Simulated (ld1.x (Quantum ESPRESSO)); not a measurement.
Logarithmic derivatives: Zn, RRKJ

zinc, norm-conserving RRKJ (Kleinman–Bylander form), made with ld1.x (Quantum ESPRESSO) 7.5 (BP86, scalar-relativistic). Core [Ar] 3d10, reference 4s1.5 4p0.5. Waves: 4p (bound): rc 2.10 bohr; 4s (bound): rc 1.75 bohr. Local part: the s channel. Core correction: a·sin(br)/r model core inside 1.75 bohr. rho0 = 0.001.

The phase is arctan(r·u′/u) with u = r·R(r), unwrapped; energies in Ry, scanned from -3 to 5 Ry. A pole is an energy at which the radial function vanishes at the test radius. The pseudo phase is shifted by a multiple of π to meet the all-electron one at the reference energy, and phase errors are pseudo minus all-electron; the curves can meet again beyond the range given. Levels narrower than the energy grid can be missing from the lists of poles.

```csv
channel,radius (bohr),reference energy (Ry),"poles, all-electron","poles, pseudo",unbroken range about the reference energy with phases within 0.05 rad,phase error 1 Ry above the reference energy (rad)
s,2.29,-0.51,1.76,1.68,below 3.6,-0.004
p,2.29,-0.13,3.02,3.00,the whole range,-0.002
```

Phases in the p channel:

| E (Ry) | all-electron | pseudo |
| --- | --- | --- |
| -3.00 | 1.295 | 1.294 |
| -2.76 | 1.282 | 1.280 |
| -2.52 | 1.266 | 1.264 |
| -2.28 | 1.247 | 1.246 |
| -2.04 | 1.225 | 1.224 |
| -1.80 | 1.198 | 1.197 |
| -1.56 | 1.165 | 1.165 |
| -1.32 | 1.124 | 1.123 |
| -1.08 | 1.071 | 1.070 |
| -0.84 | 0.998 | 0.997 |
| -0.60 | 0.895 | 0.895 |
| -0.36 | 0.742 | 0.742 |
| -0.12 | 0.505 | 0.505 |
| 0.12 | 0.145 | 0.145 |
| 0.36 | -0.304 | -0.306 |
| 0.60 | -0.700 | -0.702 |
| 0.84 | -0.971 | -0.973 |
| 1.08 | -1.145 | -1.147 |
| 1.32 | -1.261 | -1.263 |
| 1.56 | -1.342 | -1.344 |
| 1.80 | -1.402 | -1.405 |
| 2.04 | -1.449 | -1.451 |
| 2.28 | -1.487 | -1.489 |
| 2.52 | -1.518 | -1.520 |
| 2.76 | -1.545 | -1.547 |
| 3.00 | -1.569 | -1.571 |
| 3.24 | -1.590 | -1.593 |
| 3.48 | -1.610 | -1.613 |
| 3.72 | -1.630 | -1.632 |
| 3.96 | -1.648 | -1.651 |
| 4.20 | -1.667 | -1.669 |
| 4.44 | -1.686 | -1.689 |
| 4.68 | -1.706 | -1.709 |
| 4.92 | -1.728 | -1.731 |
